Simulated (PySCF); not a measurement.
Numbering as in the mapped SMILES `[CH2:1]=[CH:2][O:3][c:4]1[o:5][c:6]([F:7])[cH:8][c:9](=[O:10])[c:11]1[Cl:12]`. Hydrogens are named by the atom that carries them. Ha(C1) is cis to O3; Hb(C1) is trans to O3.

Theory: PBE0/pcSseg-1 with gauge-including orbitals, GFN2-xTB structure, in PySCF 2.14 (in vacuum, no relativistic terms, a single conformation).

Predict the 2D correlation tables (HSQC, COSY, HMBC).

## Answers



HSQC (one-bond C–H):
```
           δH          δC
 7.50 (H(C2))  148.0 (C2)
 5.95 (H(C8))   99.2 (C8)
5.53 (Ha(C1))  106.2 (C1)
5.15 (Hb(C1))  106.2 (C1)
```

COSY cross peaks (H two or three bonds apart, from the bond graph; peaks can be absent where the dihedral angle is near 90°):
```
           δH             δH
 7.50 (H(C2))  5.53 (Ha(C1))
 7.50 (H(C2))  5.15 (Hb(C1))
5.53 (Ha(C1))  5.15 (Hb(C1))
```

HMBC (two and three bonds, from the bond graph):
```
           δH                                   δC
 7.50 (H(C2))               162.0 (C4), 106.2 (C1)
 5.95 (H(C8))  173.7 (C9), 170.9 (C6), 115.0 (C11)
5.53 (Ha(C1))                           148.0 (C2)
5.15 (Hb(C1))                           148.0 (C2)
```

Chemical shifts δ = σref − σ; $^{1}$H (σ = 31.72 ppm) and $^{13}$C (σ = 186.93 ppm) vs TMS, all at this level.

Carbons that carry Cl, above all several Cl atoms, come out too deshielded, partly because spin–orbit coupling is missing. Shifts are as computed. Against solution values, carbons near 30 ppm lie about +3 ppm off and those near 130 ppm about +5 ppm; carbons on Cl a further +6 ppm. Of 1211 compounds with measured shifts, 218 miss one by over three times the rms of a fit or turn the order of signals round; such compounds aren't used in these exercises.
